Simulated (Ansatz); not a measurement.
Relaxation of a periodic cell of 17 atoms, Si16Ge (host Si, host structure diamond, interstitial Ge), to a largest force component of 0.03 eV/Å in at most 60 steps.

These are results of DFT PBE-D3(BJ), scalar-relativistic, plane waves, PAW in Ansatz, not measurements. Settings: PAW set soft_1, cutoff 420 eV, k mesh 2x2x2, gaussian smearing 0.02 eV, no spin polarisation.

```xyz
17
Lattice="0.0000 5.4300 5.4300 5.4300 0.0000 5.4300 5.4300 5.4300 0.0000" Properties=species:S:1:pos:R:3
Si 0.000 0.000 0.000
Si 1.357 1.357 1.357
Si 2.715 2.715 0.000
Si 4.072 4.072 1.357
Si 2.715 0.000 2.715
Si 4.072 1.357 4.072
Si 5.430 2.715 2.715
Si 6.787 4.072 4.072
Si 0.000 2.715 2.715
Si 1.357 4.072 4.072
Si 2.715 5.430 2.715
Si 4.072 6.787 4.072
Si 2.715 2.715 5.430
Si 4.072 4.072 6.787
Si 5.430 5.430 5.430
Si 6.787 6.787 6.787
Ge 2.019 4.779 6.128
```

**Question.** Where does it end, and by what steps?

**Answer.** It converged. Limits of this set-up: coarse k mesh. After 6 steps the energy has fallen by 1.586 eV; Si12 moved furthest, 0.47 Å.

| step | energy less start (eV) | largest force component (eV/Å) | accepted |
| --- | --- | --- | --- |
| 0 | 0.0000 | 3.244 | yes |
| 1 | -1.1859 | 1.269 | yes |
| 2 | -1.5448 | 0.158 | yes |
| 3 | -1.5648 | 0.210 | yes |
| 4 | -1.5840 | 0.073 | yes |
| 5 | -1.5851 | 0.050 | yes |
| 6 | -1.5862 | 0.016 | yes |

```xyz
17
Lattice="0.0000 5.4300 5.4300 5.4300 0.0000 5.4300 5.4300 5.4300 0.0000" Properties=species:S:1:pos:R:3
Si -0.130 0.123 -0.121
Si 1.234 1.489 1.481
Si 2.627 2.743 0.088
Si 4.046 4.161 1.272
Si 2.836 0.123 2.845
Si 4.321 1.608 3.824
Si 5.697 2.984 2.448
Si 6.873 4.161 4.099
Si -0.251 2.467 2.966
Si 1.234 3.952 3.944
Si 2.627 5.345 2.690
Si 3.803 6.521 4.342
Si 2.836 2.587 5.309
Si 4.201 3.952 6.911
Si 5.455 5.345 5.518
Si 6.873 6.763 6.702
Ge 2.036 4.754 6.109
```

Time of the run: 57 s on 1 thread of Arm Neoverse V1 (shared host), peak memory 0.55 GiB.
